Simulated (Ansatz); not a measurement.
Gas-phase electronic energies from Ansatz, PBE0-D4/def2-TZVP geometries. CCSD(T)/CBS is the MP2 limit (def2-TZVPP, def2-QZVPP) plus CCSD(T) − MP2 in def2-TZVPP, frozen cores. Functionals use def2-TZVPP. def2 core potentials past Kr. For Hf outer-core shells are correlated without core-valence functions, which leaves a few kJ/mol of doubt a bond. One conformer a species, not always the lowest.

Reaction (redistribution): `CN(C)[Si]Cl` + `[NH2][Hf]([F])([Cl])[Cl]` → `CN(C)[Si]F` + `[NH2][Hf]([Cl])([Cl])[Cl]`

| level | ΔE (kJ/mol) |
| --- | --- |
| r2SCAN-D4 | -14.2 |
| CAM-B3LYP-D4 | -18.3 |
| ωB97X-V | -15.5 |
| revPBE | -4.9 |
| BHLYP | -24.3 |
| MP2/def2-TZVPP | -21.7 |
| MP2/def2-QZVPP | -22.1 |
| SCS-MP2/def2-QZVPP | -22.7 |

Task: What does CCSD(T)/CBS give? (Estimate.)

Result: Ansatz gave: -21.0 kJ/mol. The listed levels differ from it by 6.8, 2.7, 5.5, 16.1, -3.3, -0.7, -1.1, -1.7 kJ/mol.

Largest T1 diagnostic among the species: 0.014.

From r2SCAN to r2SCAN0 (25 % exact exchange), in def2-TZVPP and without D4, ΔE moves by −4.4 kJ/mol. At CCSD(T), def2-SVP lies +10.4 kJ/mol from the extrapolated value and def2-TZVPP +0.1 kJ/mol.
